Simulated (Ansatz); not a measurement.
A nudged elastic band was laid between two geometries of ClH + F4H2NTa (10 atoms, charge 0, multiplicity 1).

Level of theory: Ansatz, RKS PBE-D4/def2-SVP.

```
movable images  : 9
climbing image  : yes
spring          : 5.0 eV/Å²
optimiser       : quadratic models (default)
start path      : straight line
force threshold : 0.05 eV/Å
iteration limit : 60
end points      : relaxed
```

Image 0:

```xyz
10
Properties=species:S:1:pos:R:3
Ta -0.140 0.131 -0.035
F 1.730 0.093 0.365
F -0.518 0.319 1.818
F 0.252 -0.280 -1.847
F -1.087 1.694 -0.492
N -1.223 -1.498 0.002
H -1.628 -1.886 0.860
H -1.302 -2.143 -0.791
Cl 2.070 -2.926 1.231
H 2.361 -1.680 0.978
```

Image 10:

```xyz
10
Properties=species:S:1:pos:R:3
Ta 0.048 -0.588 0.166
F 2.120 0.533 0.418
F -0.333 -0.301 2.005
F 0.469 -0.966 -1.647
F -0.407 1.194 -0.259
N -1.580 -1.652 0.002
H -2.246 -1.809 0.767
H -1.887 -2.107 -0.864
Cl 1.782 -2.171 0.836
H 2.549 -0.308 0.665
```

Which bonds break or form, and what moves?

Bonds broken: Cl9–H10. Bonds formed: Ta1–Cl9, F2–H10. ClH + F4H2NTa becomes ClF4H3NTa.

What energy profile does the band end with?

The forces met the threshold. The highest image is number 6 of 0 to 10, 3.2 kcal/mol above the first end and 4.3 kcal/mol above the last; the last end lies 1.1 kcal/mol below the first. Another band between the same ends (9 images) ends at a top of the same energy, where a vibrational analysis finds 1 clearly imaginary mode. The orbitals stay closed-shell, which can raise the energy where a bond breaks towards radicals; this wasn't checked here.

| image | path coordinate (Å) | energy (kcal/mol) | Cl9–H10 (Å) | Ta1–Cl9 (Å) | F2–H10 (Å) |
| --- | --- | --- | --- | --- | --- |
| 0 | 0.00 | 0.0 | 1.30 | 3.98 | 1.98 |
| 1 | 0.37 | 0.1 | 1.30 | 3.77 | 1.97 |
| 2 | 0.74 | 0.4 | 1.31 | 3.49 | 2.01 |
| 3 | 1.10 | 0.4 | 1.31 | 3.15 | 2.09 |
| 4 | 1.47 | 0.4 | 1.31 | 2.97 | 1.95 |
| 5 | 1.84 | 1.4 | 1.35 | 2.84 | 1.63 |
| 6 | 2.21 | 3.2 | 1.49 | 2.66 | 1.27 |
| 7 | 2.43 | 1.8 | 1.67 | 2.57 | 1.08 |
| 8 | 2.66 | -0.1 | 1.85 | 2.49 | 1.01 |
| 9 | 2.89 | -0.9 | 1.97 | 2.45 | 0.99 |
| 10 | 3.12 | -1.1 | 2.02 | 2.44 | 0.98 |

What is the geometry of the highest image?


```xyz
10
Properties=species:S:1:pos:R:3
Ta 0.050 -0.325 0.119
F 2.008 0.359 0.434
F -0.291 -0.173 1.977
F 0.527 -0.837 -1.643
F -0.612 1.370 -0.342
N -1.479 -1.554 -0.002
H -2.064 -1.831 0.795
H -1.697 -2.128 -0.825
Cl 1.770 -2.220 0.855
H 2.306 -0.838 0.721
```

The band took 11 iterations and roughly 11 core-minutes.

The run took 2.8 min on 4 threads of Arm Neoverse V2, on a shared host, peak memory 0.21 GiB.
